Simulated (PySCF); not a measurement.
**Basis and Hamiltonian dependence of the ionisation energy of Ge⁺**

Ge⁺ [Ar] 3d10 4s2 4p1 (2P) → Ge²⁺ [Ar] 3d10 4s2 (1S). All values are computed (PySCF 2.14, energy differences of UHF-based or UKS calculations, no spin-orbit coupling). Values in eV.

```csv
basis,Hamiltonian,functions,UHF,r2SCAN,PBE0,MP2 (valence),CCSD(T) (valence),CCSD(T) (valence and next inner shell)
cc-pVDZ-PP with ECP10MDF,ECP,23,15.218,15.905,n/a,15.371,15.457,n/a
x2c-SVPall,spin-free X2C,32,15.235,16.005,n/a,15.390,15.480,n/a
def2-SVP,non-relativistic,32,15.254,n/a,n/a,15.405,15.497,n/a
6-31G*,non-relativistic,32,15.322,16.117,15.944,15.472,15.572,n/a
cc-pVTZ-PP with ECP10MDF,ECP,39,15.246,n/a,n/a,15.482,15.576,n/a
ANO-RCC-VTZP,spin-free X2C,43,15.253,15.988,15.823,15.425,15.519,15.579
aug-cc-pwCVDZ-PP with ECP10MDF,ECP,48,15.230,15.912,15.735,15.409,15.507,15.577
def2-TZVP,non-relativistic,48,15.224,15.943,n/a,15.456,15.549,n/a
"x2c-TZVPPall with one added diffuse shell each of s, p, d type",spin-free X2C,57,15.200,15.924,15.765,15.439,15.535,15.635
aug-cc-pVTZ-DK,spin-free X2C,59,15.248,15.962,15.795,15.487,15.580,n/a
"aug-cc-pVTZ-PP with one added diffuse shell each of s, d, f type with ECP10MDF",ECP,68,15.250,15.931,15.744,15.489,15.582,n/a
aug-cc-pVQZ-PP with ECP10MDF,ECP,89,15.255,15.941,15.750,15.521,15.605,n/a
x2c-QZVPPall,spin-free X2C,97,15.257,15.984,15.808,15.520,15.605,15.726
"x2c-QZVPPall with one added diffuse shell each of s, p, d, f type",spin-free X2C,113,15.257,15.984,15.808,15.521,n/a,n/a
```

Frozen in the all-electron rows: valence: [Ar] 3d10; valence and next inner shell: [Ne]; with a core potential, the same shells as far as they lie outside it.

Non-relativistic rows lack the scalar-relativistic shift.

Reference for a calculation without spin-orbit coupling: 15.789 eV (measured, between term centres; NIST).
